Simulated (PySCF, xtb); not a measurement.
ClGaH4Si: which of two isomers lies lower

Structure I is `Cl[SiH2][GaH2]`, a singlet and structure II is `[SiH3][GaH][Cl]`, a singlet. Both are isolated molecules in the gas phase, relaxed with B3LYP-D3(BJ)/def2-SVP; the shapes shown needn't be the lowest conformers.

I (Å):

```yaml
atoms:
  - { symbol: Cl, position_ang: [-0.0417, -1.7898, -1.5531] }
  - { symbol: Ga, position_ang: [-1.3384, -0.0156, 1.0773] }
  - { symbol: Si, position_ang: [-0.9239, 0.1164, -1.2999] }
  - { symbol: H, position_ang: [-2.1138, 0.1846, -2.1964] }
  - { symbol: H, position_ang: [0.0612, 1.1349, -1.7650] }
  - { symbol: H, position_ang: [-0.2071, 0.3933, 2.0941] }
  - { symbol: H, position_ang: [-2.6692, -0.6717, 1.6058] }
```

II (Å):

```xyz
7

Cl   -3.7916   -0.1694    1.7387
Ga   -2.1564    1.0905    1.0363
Si   -0.6185    0.0745   -0.5258
H    -1.0144   -1.3287   -0.8336
H    -0.5937    0.8694   -1.7909
H     0.7586    0.0824    0.0545
H    -2.1939    2.5335    1.6559
```

Q: Which of the two would you expect CCSD(T)/def2-SVP + ΔMP2/def2-TZVPP electronic energies to favour?

A: Structure II; the calculation gives E(II) − E(I) = −12.4 kcal/mol.

How the difference moves with the method:

```tsv
level	geometry	E(II) − E(I) (kcal/mol)	departure from the last row (kcal/mol)	job, with rough time for the two
B3LYP-D3(BJ)/def2-SVP	B3LYP-D3(BJ)/def2-SVP	−14.1	−1.7	optimisation, 89 s
HF/def2-SVP	B3LYP-D3(BJ)/def2-SVP	−14.9	−2.5	part of the CCSD(T) run
MP2/def2-SVP	B3LYP-D3(BJ)/def2-SVP	−14.8	−2.4	part of the CCSD(T) run
CCSD(T)/def2-SVP	B3LYP-D3(BJ)/def2-SVP	−15.2	−2.7	single point
CCSD(T)/def2-SVP + ΔMP2/def2-TZVPP	B3LYP-D3(BJ)/def2-SVP	−12.4		single point, 50 s
```

As drawn, II has 1 Cl–Ga, 1 Si–H in place of 1 Cl–Si, 1 Ga–H.

The levels shown agree on the order. The largest departure from CCSD(T)/def2-SVP + ΔMP2/def2-TZVPP is that of CCSD(T)/def2-SVP, 2.7 kcal/mol. No reliable frequencies are at hand for I, so it isn't confirmed as a minimum. Levels run at GFN2-xTB geometries aren't shown. The last row adds to CCSD(T) the change of the MP2 difference between the two basis sets, here +2.7 kcal/mol.

The correlated steps freeze 19 core orbitals; the filled d shell of Ga is correlated, in a basis made for valence electrons. Programs: PySCF 2.14.0, xtb 6.7.1; the last row on 2 threads of Arm Neoverse V1 on a shared host.
